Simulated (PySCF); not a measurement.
# NbF3: breathing scan

All numbers come from PySCF, UB3LYP, basis Nb def2-SVP with ECP28, F def2-SVP (scalar-relativistic core potentials, no spin–orbit coupling, density fitting).

Rigid scan from the triplet minimum (Nb–F 1.865 Å, Nb–F 1.885 Å (×2); F–Nb–F 103.4°, F–Nb–F 128.3° (×2)). Coordinate: all bonds to the central atom scaled together. Energies in kJ/mol from the minimum.

(1) Predict the curve at 0.88, 0.92, 0.96, 1.00, 1.04, 1.08, 1.14, 1.22, 1.35.

Results:

(1) 
```json
{"scale of all bonds to the centre": "0.88", "E (kJ/mol)": "343.6", "dipole size (D)": "0.84", "⟨S²⟩": "2.00"}
{"scale of all bonds to the centre": "0.92", "E (kJ/mol)": "133.2", "dipole size (D)": "0.96", "⟨S²⟩": "2.00"}
{"scale of all bonds to the centre": "0.96", "E (kJ/mol)": "29.1", "dipole size (D)": "1.05", "⟨S²⟩": "2.00"}
{"scale of all bonds to the centre": "1.00", "E (kJ/mol)": "0.0", "dipole size (D)": "1.14", "⟨S²⟩": "2.00"}
{"scale of all bonds to the centre": "1.04", "E (kJ/mol)": "22.6", "dipole size (D)": "1.21", "⟨S²⟩": "2.00"}
{"scale of all bonds to the centre": "1.08", "E (kJ/mol)": "80.3", "dipole size (D)": "1.27", "⟨S²⟩": "2.00"}
{"scale of all bonds to the centre": "1.14", "E (kJ/mol)": "207.0", "dipole size (D)": "1.34", "⟨S²⟩": "2.01"}
{"scale of all bonds to the centre": "1.22", "E (kJ/mol)": "412.8", "dipole size (D)": "1.40", "⟨S²⟩": "2.01"}
{"scale of all bonds to the centre": "1.35", "E (kJ/mol)": "760.9", "dipole size (D)": "1.40", "⟨S²⟩": "2.05"}
```

Open d and f shells are described by one determinant, and the ground state may have another occupation or spin.
